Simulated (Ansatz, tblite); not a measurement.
Cost and result up the ladder for SiHMe2(NiPr2) (C₈H₂₁NSi) (31 atoms). Total charge 0; singlet. Geometry: r2SCAN-D4/def2-SVP.

```xyz
31

Si    0.706    0.872   -1.221
H     1.287   -0.048   -2.250
C    -0.576    1.978   -2.047
H    -1.361    1.376   -2.533
H    -0.113    2.620   -2.815
H    -1.067    2.642   -1.315
C     2.082    1.955   -0.526
H     2.884    1.338   -0.087
H     1.706    2.628    0.264
H     2.527    2.586   -1.312
N    -0.014   -0.124    0.020
C    -0.650    0.553    1.154
C    -2.157    0.284    1.233
C     0.051    0.260    2.486
C    -0.027   -1.591    0.014
C    -0.817   -2.159   -1.171
C     1.384   -2.185    0.085
H    -0.534    1.640    0.969
H    -2.366   -0.781    1.431
H    -2.622    0.867    2.046
H    -2.648    0.556    0.285
H    -0.028   -0.806    2.756
H     1.121    0.516    2.424
H    -0.400    0.842    3.307
H    -0.555   -1.908    0.932
H    -0.335   -1.893   -2.126
H    -1.841   -1.753   -1.183
H    -0.879   -3.259   -1.122
H     1.353   -3.285    0.154
H     1.965   -1.923   -0.814
H     1.923   -1.797    0.963
```

Ansatz on 4 threads of Intel Xeon on a shared host; xTB runs through tblite on one thread. Times are rough, summed over both states, and most runs start from the orbitals of an earlier one. PBE0-D4/def2-TZVP serves as the yardstick here, not as an exact answer. The other state is a triplet.

The xTB rows come from tblite.

xTB has no spin-polarisation term.

```csv
level,functions,wall time,vertical triplet (eV),difference from PBE0-D4/def2-TZVP (eV)
GFN2-xTB,66,0.2 s,6.08,0.38
GFN1-xTB,87,0.26 s,6.78,1.08
PBE-D4/def2-TZVP,442,92 s,5.24,-0.46
r2SCAN-D4/def2-TZVP,442,2.3 min,5.55,-0.15
PBE0-D4/def2-TZVP,442,3.3 min,5.70,0.00
```
